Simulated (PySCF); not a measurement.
Delta-SCF ions had no search for a lower state. Excitations are Tamm–Dancoff values on a coarser integration grid. The basis has no diffuse functions, so Rydberg states are missing or too high.

H₇AlSSi₂, SMILES `[SiH3][Al]([SiH3])[SH]` (Si–Al–S–H torsion 0°) (charge 0, multiplicity 1)

The numbers are results of M06-2X/def2-TZVP // PBE0-D3(BJ)/def2-TZVP in PySCF, not measurements.

| Quantity | Value |
|---|---|
| HOMO | -8.27 eV |
| dipole moment | 0.97 D |
| HOMO–LUMO gap | 6.86 eV |
| LUMO | -1.40 eV |
| S1 excitation (TDA) | 3.96 eV |
| S1 oscillator strength | 0.000 |
| brightest of the four lowest singlets (TDA) | 5.83 eV |
| T1 excitation (TDA) | 3.47 eV |
| S1–T1 gap (TDA) | 0.49 eV |
| vertical ionisation energy (Delta-SCF) | 9.13 eV |
| total energy | -33300.93 eV |
| cost | roughly 8 core-minutes |

```xyz
11

Si    -2.0704    -0.6411    -0.1316
Al     0.0968     0.4931     0.0597
Si     2.3353    -0.5061    -0.0182
S      0.0768     2.6645     0.3461
H     -1.9319    -2.1020    -0.3858
H     -2.8707    -0.0558    -1.2457
H     -2.8614    -0.4683     1.1211
H      2.9987    -0.4058     1.3136
H      3.2027     0.1934    -1.0080
H      2.2868    -1.9478    -0.3908
H     -1.2627     2.7759     0.3398
```
